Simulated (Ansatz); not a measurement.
`C[N]=[W](=[O])([OH])[Cl]` + H–F → `C[N]=[W](=[O])([OH])[F]` + HCl at 600 K and 1 bar (ligand exchange at a W–Cl bond).

Computed with Ansatz on PBE0-D4/def2-TZVP structures; ΔE is electronic, products minus reactants. CCSD(T)/CBS is the MP2 limit (def2-TZVPP, def2-QZVPP) plus CCSD(T) − MP2 in def2-TZVPP, frozen cores. This one scheme is used for every species. def2 core potentials past Kr. For W outer-core shells are correlated without core-valence functions, which leaves a few kJ/mol of doubt a bond. One conformer a species, not always the lowest.

| species | CCSD(T)/CBS energy (Eh) | H − E (kJ/mol) | S (J/(mol·K)) |
| --- | --- | --- | --- |
| `C[N]=[W](=[O])([OH])[Cl]` | -772.41691 | 227.4 | 492.4 |
| H–F | -100.39570 | 42.3 | 194.0 |
| `C[N]=[W](=[O])([OH])[F]` | -412.42562 | 228.3 | 479.1 |
| HCl | -460.38127 | 35.4 | 207.2 |

H − E and S are ideal-gas, rigid-rotor, harmonic terms from PBE0-D4/def2-TZVP, for one conformer and one mirror image of each species. 1 Eh = 2625.50 kJ/mol, R = 8.31446 J/(mol·K).

Task: By hand: ΔE, ΔH, ΔS and ΔG.

Result: ΔE = (-412.42562) + (-460.38127) − (-772.41691) − (-100.39570) = 0.00572 Eh = 15.0 kJ/mol. Δ(H − E) = 228.3 + 35.4 − 227.4 − 42.3 = -6.0, so ΔH = 9.0 kJ/mol. ΔS = 479.1 + 207.2 − 492.4 − 194.0 = -0.1 J/(mol·K). ΔG = 9.0 − 600 × (-0.1)/1000 = 9.1 kJ/mol.

Task: By hand: the equilibrium constant, and the temperature at which ΔG would vanish if ΔH and ΔS stayed fixed.

Result: log₁₀ K = −ΔG/(RT ln 10) = -0.8. ΔH and −TΔS have one sign here, so there is no such temperature. One of them is within its doubt of zero, so this could turn.

The number of gas molecules stays the same, so ΔS is small and ΔH decides. A doubt of 5 kJ/mol in ΔE shifts log₁₀ K by 0.4 here. Other conformers and mirror images would add mixing entropy, several J/(mol·K) or more a flexible species. These are equilibria of isolated gas molecules and say nothing of rates. Largest T1 diagnostic: 0.020 (customary marks: 0.02 for closed shells, 0.045 for open ones).
